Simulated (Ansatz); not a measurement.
```yaml
crystal:
  periodic: [false, false, false]
  atoms:
    - {symbol: N, position_ang: [-0.911716, 0.209251, -0.928067]}
    - {symbol: Ge, position_ang: [0.221180, -1.053866, -0.090770]}
    - {symbol: S, position_ang: [1.183332, 0.285276, 1.334364]}
    - {symbol: H, position_ang: [-0.849027, 1.120611, -0.503259]}
    - {symbol: H, position_ang: [-1.311515, -0.119059, -1.502483]}
    - {symbol: H, position_ang: [1.951397, -0.737262, 1.821867]}
basis:
  gaussian: {orbitals: pcseg-2}
magnetization: {spin_polarized: true, initial_magnetization: 1}
hamiltonian: {xc: {name: r2SCAN0}, dispersion: d3bjatm}
output: {forces: true}
```

```sh
$ ansatz run in.yaml --threads 4 --pin off --events-out ev --progress --plain --max-ram 10444MiB
```

Output, abridged:

```
Error: a molecule whose nuclei and cores have a total charge of 58 cannot have a net charge of 0 together with 1 unpaired electrons
```

In this input the number of unpaired electrons doesn't fit the electron count. The program refused the input.
